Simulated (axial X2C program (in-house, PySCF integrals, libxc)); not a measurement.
# ScSe⁺: from Re and ωe to a spectrum

A bond curve at the PBE0 level, 2c, was computed with an axial X2C code built on PySCF integrals (basis Se dyall-cv3z [8s9p6d4f1g], Sc dyall-cv3z [10s11p7d5f2g] (cores contracted in-house)) for the state Ω = 0 (closed shell). Its fit gives Re = 2.2051 Å, ωe = 473.9 cm⁻¹, ωexe = 0.968 cm⁻¹ and αe = 3.425e-04 cm⁻¹; the masses are 79.9165 and 44.9559 u. Two-component means X2C with spin–orbit coupling and atomic mean-field Coulomb and Gaunt terms.

Q: Find the reduced mass, Be and the force constant.

A: From the PBE0 values: μ = 28.7711 u. Be = 16.8576/(μ Re²) = 0.1205 cm⁻¹. k = 5.8918×10⁻⁷ μ ωe² = 3.81 mdyn/Å.

Q: A Morse curve ties αe to the other constants (Pekeris). How well does that hold?

A: αe(Morse) = 6Be²/ωe × (√(ωexe/Be) − 1) = 3.372e-04 cm⁻¹; the PBE0 curve gives 3.425e-04 cm⁻¹, a ratio of 0.98.

Q: Give B0, the J = 1←0 line in GHz and the most populated J at 300 K (kT = 208.5 cm⁻¹).

A: B0 = Be − αe/2 = 0.1203 cm⁻¹; 2B0 = 7.215 GHz; J(max) ≈ √(kT/2B0) − 1/2 = 28.9, so J = 29.

Q: Estimate the centrifugal constant by the Kratzer relation.

A: D = 4Be³/ωe² = 3.12e-08 cm⁻¹.

Q: Where do the fundamental and the first overtone lie?

A: ν(1←0) = ωe − 2ωexe = 472.0 cm⁻¹; ν(2←0) = 2ωe − 6ωexe = 942.0 cm⁻¹.

The state is one determinant whose occupation by symmetry is held fixed; it was picked as the lowest of a PBE0 search that is not exhaustive.
